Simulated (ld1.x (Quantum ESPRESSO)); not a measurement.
# How hard is this O (Z = 8) ultrasoft potential?

ld1.x (Quantum ESPRESSO) 7.5 input, shortened:

```
&input
   title='O', zed=8., rel=0, dft='WC', iswitch=3,
   config='[He] 2s2 2p4 3d-2'
 /
 &inputp
   pseudotype=3, tm=.true., lloc=-1, rcloc=0.75,
   nlcc=.true., rcore=0.75,
   which_augfun='PSQ', rmatch_augfun_nc=.true.
 /
6
2S  1  0   2.00   0.00  0.55  0.75  0.0
2S  1  0   0.00  -0.90  0.55  0.75  0.0
2P  2  1   4.00   0.00  2.05  2.35  0.0
2P  2  1   0.00   2.45  2.05  2.35  0.0
3D  3  2  -2.00   0.50  1.60  1.85  0.0
3D  3  2  -2.00   0.90  1.60  1.85  0.0
 &test
   configts(1)='2s2 2p4'
 /
```

The pseudo-atom Hamiltonian at the reference potential is diagonalised in spherical Bessel functions j_l(qr) that vanish at 20 bohr, with q² up to the cutoff. All-electron valence levels (Ry): 2s -1.7478, 2p -0.6621.

Task: How do the lowest levels (Ry) of each channel move with the cutoff, and are there ghosts?

Result:

| cutoff (Ry) | s #1 | p #1 | d #1 | d #2 | f #1 | Σ f·Δε (mRy) |
| --- | --- | --- | --- | --- | --- | --- |
| 8 | -1.6649 | -0.5786 | 0.0794 | 0.1878 | 0.1207 | 499.9 |
| 15 | -1.7016 | -0.6619 | 0.0793 | 0.1878 | 0.1207 | 93.4 |
| 30 | -1.7167 | -0.6621 | 0.0793 | 0.1878 | 0.1207 | 62.3 |
| 45 | -1.7382 | -0.6621 | 0.0793 | 0.1878 | 0.1207 | 19.3 |
| 70 | -1.7473 | -0.6621 | 0.0793 | 0.1878 | 0.1207 | 1.1 |
| 100 | -1.7475 | -0.6621 | 0.0793 | 0.1878 | 0.1207 | 0.6 |
| 400 | -1.7478 | -0.6621 | 0.0793 | 0.1878 | 0.1207 | 0.0 |

Result: no extra level below or beside the all-electron valence levels (s, p, d, f tested); 10 mRy is reached at 55 Ry and 1 mRy at 80 Ry.

Its largest configuration-test error is +3989 meV.
